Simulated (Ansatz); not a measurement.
`[Cl][Ag]` + `C[S][Zn][SH]` → `C[S][Ag]` + `[SH][Zn][Cl]` at 500 K and 1 bar (redistribution).

Computed with Ansatz on PBE0-D4/def2-TZVP structures; ΔE is electronic, products minus reactants. CCSD(T)/CBS adds triple-zeta CCSD(T) − MP2 to the extrapolated MP2 energy (def2 sets, frozen cores). def2 core potentials past Kr. For Ag, Zn outer-core shells are correlated without core-valence functions, which leaves a few kJ/mol of doubt a bond. Scalar relativity is left out up to krypton. Each species was taken in one conformer, which may not be the lowest.

```json
{"species": "`[Cl][Ag]`", "CCSD(T)/CBS energy (Eh)": "-606.73060", "H − E (kJ/mol)": "19.0", "S (J/(mol·K))": "265.0"}
{"species": "`C[S][Zn][SH]`", "CCSD(T)/CBS energy (Eh)": "-2614.45500", "H − E (kJ/mol)": "169.7", "S (J/(mol·K))": "422.2"}
{"species": "`C[S][Ag]`", "CCSD(T)/CBS energy (Eh)": "-584.56425", "H − E (kJ/mol)": "130.4", "S (J/(mol·K))": "346.9"}
{"species": "`[SH][Zn][Cl]`", "CCSD(T)/CBS energy (Eh)": "-2636.62673", "H − E (kJ/mol)": "55.8", "S (J/(mol·K))": "341.8"}
```

H − E and S are ideal-gas, rigid-rotor, harmonic terms from PBE0-D4/def2-TZVP, for one conformer and one mirror image of each species. 1 Eh = 2625.50 kJ/mol, R = 8.31446 J/(mol·K).

Task: By hand: ΔE, ΔH, ΔS and ΔG.

Result: ΔE = (-584.56425) + (-2636.62673) − (-606.73060) − (-2614.45500) = -0.00538 Eh = -14.1 kJ/mol. Δ(H − E) = 130.4 + 55.8 − 19.0 − 169.7 = -2.5, so ΔH = -16.6 kJ/mol. ΔS = 346.9 + 341.8 − 265.0 − 422.2 = 1.5 J/(mol·K). ΔG = -16.6 − 500 × (1.5)/1000 = -17.4 kJ/mol.

Task: By hand: the equilibrium constant, and the temperature at which ΔG would vanish if ΔH and ΔS stayed fixed.

Result: log₁₀ K = −ΔG/(RT ln 10) = 1.8. ΔH and −TΔS have one sign here, so there is no such temperature. One of them is within its doubt of zero, so this could turn.

The number of gas molecules stays the same, so ΔS is small and ΔH decides. A doubt of 5 kJ/mol in ΔE shifts log₁₀ K by 0.5 here. Other conformers and mirror images would add mixing entropy, several J/(mol·K) or more a flexible species. These are equilibria of isolated gas molecules and say nothing of rates. Largest T1 diagnostic: 0.022 (customary marks: 0.02 for closed shells, 0.045 for open ones).
